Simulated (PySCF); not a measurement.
System: GeCl4, charge 0, multiplicity 1. 
Coordinates optimised at B3LYP-D3(BJ)/def2-TZVP (Ansatz):
SMILES: [Cl][Ge]([Cl])([Cl])[Cl]
```xyz
5

Cl    -0.9542    -1.5294    -1.1416
Ge     0.0000     0.0000     0.0000
Cl     2.0871    -0.4190     0.1462
Cl    -0.2815     1.8846    -0.9602
Cl    -0.8514     0.0638     1.9555
```
Charge 0, spin multiplicity 1.

Dispersion corrections to the total energy (kcal/mol) from the dftd3 and dftd4 libraries through PySCF: D3(BJ) without and D4 with the three-body term, each with the damping fitted for the functional named.

```json
[
 {"functional": "HF", "D3(BJ)": "-34.84", "D4": "[?]"},
 {"functional": "BLYP", "D3(BJ)": "[?]", "D4": "-12.29"},
 {"functional": "r2SCAN", "D3(BJ)": "-1.44", "D4": "-1.30"},
 {"functional": "B2GP-PLYP", "D3(BJ)": "-6.41", "D4": "-2.58"},
 {"functional": "B3LYP", "D3(BJ)": "-10.09", "D4": "-9.65"},
 {"functional": "revPBE", "D3(BJ)": "-11.31", "D4": "-13.27"},
 {"functional": "B2PLYP", "D3(BJ)": "[?]", "D4": "-4.10"}
]
```

Problem. Complete the blanks.

Solution. 
- HF, D4: -16.79
- BLYP, D3(BJ): -12.01
- B2PLYP, D3(BJ): -5.42
